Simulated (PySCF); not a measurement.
Br₃Zr, charge +1, singlet, at a GFN2-xTB geometry (such geometries of metal compounds can be far from the true shape) (the multiplicity is a formal guess) (core potentials on Zr).

Input for PySCF:
```python
from pyscf import gto, scf, dft

mol = gto.M(
    atom='''
Zr   -0.380170    0.349142    0.737271
Br   -1.527960   -1.453170   -0.518254
Br    0.124396    1.800660   -1.207106
Br    1.838044   -0.746508    0.882764
''',
    basis='def2-svp',
    ecp={'Zr': 'def2-svp'},
    charge=1,
    spin=0,
    verbose=4,
)

mf = dft.RKS(mol)
mf.xc = 'b3lyp'
mf = mf.density_fit(auxbasis='def2-universal-jkfit')
mf.kernel()
```

### Question
What does this run give for the total energy, HOMO energy, number of basis functions, nuclear repulsion energy, Mulliken (on the basis functions themselves) charges in atom order?

### Answer

total energy: -7768.5856 Eh
HOMO energy: -12.81 eV
number of basis functions: 127
nuclear repulsion energy: 792.6885 Eh
Mulliken (on the basis functions themselves) charges in atom order: Zr1 0.95, Br2 0.02, Br3 0.02, Br4 0.02
